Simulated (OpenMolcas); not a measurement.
V2+.

* Program: OpenMolcas
* Basis: ANO-RCC-VDZP [5s4p2d1f]
* Scalar Hamiltonian: DKH2, point nucleus
* Active space: 3 electrons in 6 orbitals (3d 4s)
* State averaging: 2S+1 = 4 even, 20 roots; 2S+1 = 2 even, 64 roots kept (CI in the orbitals of an earlier block)
* Spin-orbit coupling: RASSI with atomic mean-field integrals over the reference wave functions, term energies averaged over their components

Two sets of levels on these reference wave functions, in cm⁻¹ above 3d³ ⁴F_3/2: one from CASSCF and one from MS-CASPT2, IPEA 0.25 Eh, imaginary shift 0.1 Eh (closed shells correlated: 3s 3p).

```csv
Level,Set 1,Set 2
3d³ ⁴F_3/2,0.0,0.0
3d³ ⁴F_5/2,169,167
3d³ ⁴F_7/2,400,398
3d³ ⁴F_9/2,688,687
3d³ ⁴P_1/2,11920,15400
3d³ ⁴P_3/2,11990,15480
3d³ ²G_7/2,12760,15560
3d³ ⁴P_5/2,12190,15670
3d³ ²G_9/2,13020,15810
3d³ ²P_1/2,16280,20610
3d³ ²H_9/2,18260,20670
3d³ ²P_3/2 [75 %],16270,20720
3d³ ²H_11/2,18450,20870
3d³ ²D_3/2(1),17200,22430
3d³ ²D_5/2(1),17280,22630
3d³ ²F_7/2,29170,35860
```

**Question.** Which set is which?

**Answer.** Set 1 is MS-CASPT2. Its levels of the other terms of 3d³ lie at 0.76 to 0.88 of the other set's values, as expected, since terms of lower spin or lower L gain more correlation energy than the Hund ground term. Against 15 measured levels (Sugar and Corliss, J. Phys. Chem. Ref. Data 7, 1191 (1978)) the mean absolute deviation is 710 cm-1 with it and 3800 cm-1 without; single levels miss by up to 1500 cm-1 with it.

Term energies are means over components that CASPT2 splits; among the terms shown or strongly mixed into the levels shown the widest spread is 1000 cm-1 (3d³ ⁴F, MS-CASPT2). Terms from blocks run as CI alone lack orbitals of their own. Without dynamic correlation excited terms often stand tens of per cent too high (terms of higher spin than the ground term too low), and those without a measured partner can miss by more than the paired ones (holds for CASSCF). Some levels mix across a computed gap that differs much from the measured one, so their mixing is not that of the real levels (holds for CASSCF). Computed and measured levels are paired by configuration, term and J; levels that our copy of the source lacks, or whose pairing is in doubt (as where it misses far off the trend of its configuration), stay unpaired and out of the deviations. Levels of configurations outside the active space are missing. The table leaves out levels that lie high or whose names do not pair safely across all columns.

A share in square brackets marks a mixed level and gives the weight of the term that names it, the lowest over the columns. A number in round brackets counts repeated terms of one configuration in the order of the reference energies.
